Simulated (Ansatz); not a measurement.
Consider the formal exchange of groups at a C–C bond: `BC(=C)C` + `Fc1ccccc1` → `Cc1ccc(F)cc1` + `BC=C`.

Calculated with Ansatz (gas phase, PBE0-D4/def2-TZVP geometries, no zero-point term in ΔE). CCSD(T)/CBS adds triple-zeta CCSD(T) − MP2 to the extrapolated MP2 energy (def2 sets, frozen cores). Functionals use def2-TZVPP.

`BC(=C)C`:

```xyz
11

B     0.466    1.495    0.078
C    -0.118    0.074   -0.030
C    -1.416   -0.036   -0.353
C     0.730   -1.141    0.212
H     1.619    1.679    0.353
H    -0.245    2.438   -0.117
H    -1.913   -0.999   -0.456
H    -2.023    0.847   -0.524
H     1.587   -1.157   -0.468
H     1.142   -1.130    1.225
H     0.171   -2.070    0.080
```

`Fc1ccccc1`:

Z-matrix (Å, degrees):
```
C
C 1 1.381
C 1 1.381 2 122.3
F 1 1.340 2 118.9 3 -180.0
C 2 1.387 1 118.5 3 -0.0
H 2 1.083 1 119.7 3 180.0
C 3 1.387 1 118.5 2 0.0
H 3 1.083 1 119.7 2 180.0
C 5 1.387 2 120.5 1 0.0
H 5 1.084 2 119.4 1 180.0
H 7 1.084 3 119.4 1 180.0
H 9 1.083 5 120.1 2 -180.0
```

`Cc1ccc(F)cc1`:

```xyz
15

C    -1.457   -0.298   -1.667
C    -0.489   -0.106   -0.539
C    -0.574    1.003    0.297
C     0.332    1.206    1.326
C     1.337    0.278    1.514
F     2.218    0.463    2.508
C     1.455   -0.837    0.710
C     0.536   -1.019   -0.312
H    -1.090    0.174   -2.585
H    -2.427    0.145   -1.438
H    -1.610   -1.357   -1.884
H    -1.369    1.725    0.145
H     0.267    2.067    1.980
H     2.252   -1.548    0.891
H     0.620   -1.896   -0.946
```

`BC=C`:

Z-matrix (Å, degrees):
```
B
C 1 1.534
H 1 1.197 2 122.0
H 1 1.199 2 118.7 3 180.0
C 2 1.339 1 120.5 3 180.0
H 2 1.089 1 121.7 3 -0.0
H 5 1.086 2 120.6 1 0.0
H 5 1.087 2 123.0 1 -180.0
```

```tsv
level	ΔE (eV)
ωB97M-V	0.00
MP2/def2-SVP	-0.05
SCS-MP2/def2-TZVPP	-0.02
CCSD(T)/def2-TZVPP	-0.01
```

Problem. What does CCSD(T)/CBS give? (Estimate.)

Solution. Computed: 0.00 eV. The listed levels differ from it by 0.00, -0.05, -0.02, -0.01 eV.

Largest T1 diagnostic among the species: 0.011.

Leaving LDA and LC-ωPBE aside and taking each functional with its dispersion term where it has one, the values, not all of them listed here, spread over 0.01 eV, from BHLYP-D4 to PBE-D4. At CCSD(T), def2-SVP lies −0.03 eV from the extrapolated value and def2-TZVPP −0.01 eV.
